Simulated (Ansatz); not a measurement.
`P[SiH2][GaH2]` at its PBE0-D4/def2-TZVP geometry, where that method's forces vanish. Charge 0, multiplicity 1.

```csv
atom,x (Å),y (Å),z (Å)
P1,0.0070,1.7574,-1.0121
Si2,0.4490,0.2431,0.6140
Ga3,-1.0936,-1.5976,0.3753
H4,0.4383,0.9007,-2.0601
H5,1.2577,2.4240,-0.9174
H6,0.2946,0.9545,1.9133
H7,1.8527,-0.2608,0.5455
H8,-1.1510,-2.3734,-0.9931
H9,-2.0549,-2.0481,1.5346
```

Task: For each bond, give half the difference of the two atoms' forces along it (eV/Å; positive pushes the atoms apart) under PBE-D4, r2SCAN-D4, B3LYP-D4, ωB97M-V in def2-TZVPP. (Best estimate.)

Result: Computed: 
| bond | length (Å) | PBE-D4 | r2SCAN-D4 | B3LYP-D4 | ωB97M-V |
| --- | --- | --- | --- | --- | --- |
| P1–Si2 | 2.266 | 0.09 | 0.06 | 0.16 | 0.06 |
| P1–H4 | 1.421 | 0.21 | 0.00 | -0.06 | -0.12 |
| P1–H5 | 1.420 | 0.22 | 0.01 | -0.06 | -0.13 |
| Si2–Ga3 | 2.414 | -0.07 | -0.02 | 0.07 | 0.03 |
| Si2–H6 | 1.489 | 0.10 | -0.01 | -0.11 | -0.11 |
| Si2–H7 | 1.493 | 0.09 | 0.00 | -0.11 | -0.13 |
| Ga3–H8 | 1.574 | 0.06 | -0.07 | -0.01 | -0.07 |
| Ga3–H9 | 1.572 | 0.06 | -0.07 | -0.02 | -0.08 |

B3LYP here is the variant with VWN-RPA as its local correlation; programs differ in this.
